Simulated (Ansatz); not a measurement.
`[CH3][GeH2][CH]=O` + SiH₄ → `O=[CH][GeH2][SiH3]` + CH₄  (formal exchange of groups at a Ge–C bond)

Gas-phase electronic energies from Ansatz, PBE0-D4/def2-TZVP geometries. CCSD(T)/CBS adds triple-zeta CCSD(T) − MP2 to the extrapolated MP2 energy (def2 sets, frozen cores). This one scheme is used for every species. Functionals use def2-TZVPP. B3LYP here is the variant with VWN-RPA as its local correlation; programs differ in this. For Ge outer-core shells are correlated without core-valence functions, which leaves a few kJ/mol of doubt a bond. Scalar relativity is left out up to krypton. Each species was taken in one conformer, which may not be the lowest.

| level | ΔE (kcal/mol) | difference from CCSD(T)/CBS |
| --- | --- | --- |
| PBE-D4 | -10.8 | -3.1 |
| r2SCAN-D4 | -9.6 | -1.9 |
| PBE0-D4 | -9.8 | -2.1 |
| B3LYP-D4 | -8.8 | -1.1 |
| ωB97X-V | -7.3 | 0.4 |
| ωB97M-V | -7.2 | 0.5 |
| B2PLYP | -7.6 | 0.1 |
| PBE | -10.6 | -2.9 |
| r2SCAN | -9.6 | -1.9 |
| PBE0 | -9.6 | -1.9 |
| B3LYP | -8.5 | -0.8 |
| HF/def2-TZVPP | -5.3 | 2.4 |
| MP2/def2-TZVPP | -6.2 | 1.5 |
| SCS-MP2/def2-TZVPP | -5.7 | 2.0 |
| CCSD/def2-TZVPP | -6.5 | 1.2 |
| CCSD(T)/def2-TZVPP | -6.8 | 0.9 |
| HF/def2-QZVPP | -5.4 | 2.3 |
| MP2/def2-QZVPP | -6.8 | 0.9 |
| SCS-MP2/def2-QZVPP | -6.1 | 1.6 |
| HF/CBS(def2) | -5.4 | 2.3 |
| MP2/CBS(def2) | -7.2 | 0.5 |
| CCSD/CBS(def2) | -7.4 | 0.3 |
| CCSD(T)/CBS | -7.7 | 0 |

Largest T1 diagnostic among the species: 0.015.

In def2-TZVPP, CCSD(T) changes the Hartree–Fock value by −1.4 kcal/mol (the triples alone add −0.3 kcal/mol) and MP2 by −0.9 kcal/mol. From PBE to PBE0 (25 % exact exchange), in def2-TZVPP and without D4, ΔE moves by +1.0 kcal/mol.
